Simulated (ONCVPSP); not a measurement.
## Pseudopotential generation for iron (Fe): ONCV, PBE, scalar-relativistic.

- Element: Fe (Z = 26)
- Generator: ONCVPSP 4.0.1
- Type: optimised norm-conserving Vanderbilt (ONCV)
- Functional: PBE
- Relativity: scalar-relativistic
- Frozen core: [Ne]
- Valence charge: 16
- Reference configuration: 3s2 3p6 3d6 4s1 (charge +1)
- Partial waves: 3s+4s: rc 1.50 bohr, ncon 3, nbas 6, qcut 10.5 1/bohr, 3 projectors, debl 3 Ha; 3p: rc 1.05 bohr, ncon 3, nbas 8, qcut 14.9 1/bohr, 2 projectors, debl 1.2 Ha; 3d: rc 1.35 bohr, ncon 4, nbas 9, qcut 9.7 1/bohr, 2 projectors, debl 1.8 Ha
- Local potential: polynomial inside 1.05 bohr (lpopt 2, dvloc0 -1 Ha)
- Core correction: Teter function, fcfact 2, rcfact 1.3

In the p channel the program set the typed energies aside and used -2.520, 0.250 Ha.

All-electron outer shells of the reference configuration (PBE, scalar-relativistic, ld1.x):

```json
{"shell": "2p", "level (eV)": "-706.87", "outermost node (bohr)": "–", "outermost maximum (bohr)": "0.18"}
{"shell": "3s", "level (eV)": "-102.54", "outermost node (bohr)": "0.33", "outermost maximum (bohr)": "0.70"}
{"shell": "3p", "level (eV)": "-68.58", "outermost node (bohr)": "0.30", "outermost maximum (bohr)": "0.72"}
{"shell": "3d", "level (eV)": "-15.96", "outermost node (bohr)": "–", "outermost maximum (bohr)": "0.71"}
{"shell": "4s", "level (eV)": "-12.33", "outermost node (bohr)": "1.00", "outermost maximum (bohr)": "2.29"}
```

Problem. Does the generator finish with these settings?

Solution. Yes, a potential is produced and its reference levels are reproduced.

Problem. Estimate the cutoffs (Ha) at which the residual kinetic energy of the hardest occupied pseudo-wave falls to 1 and 0.1 mHa per electron.

Solution. 54 Ha and 82 Ha.

Problem. Does the potential have ghost states?

Solution. No bound ghost flagged; no localised positive-energy state flagged.

Problem. Tests: 3s2 3p6 3d6 4s2; 3s2 3p6 3d6 4s0; 3s2 3p6 3d5 4s0; 3s2 3p5 3d6 4s2. Which has the largest error in its energy relative to the reference configuration, and how large is it?

Solution. 3s2 3p5 3d6 4s2, with -89 meV (all-electron minus pseudo) on +58.95 eV.
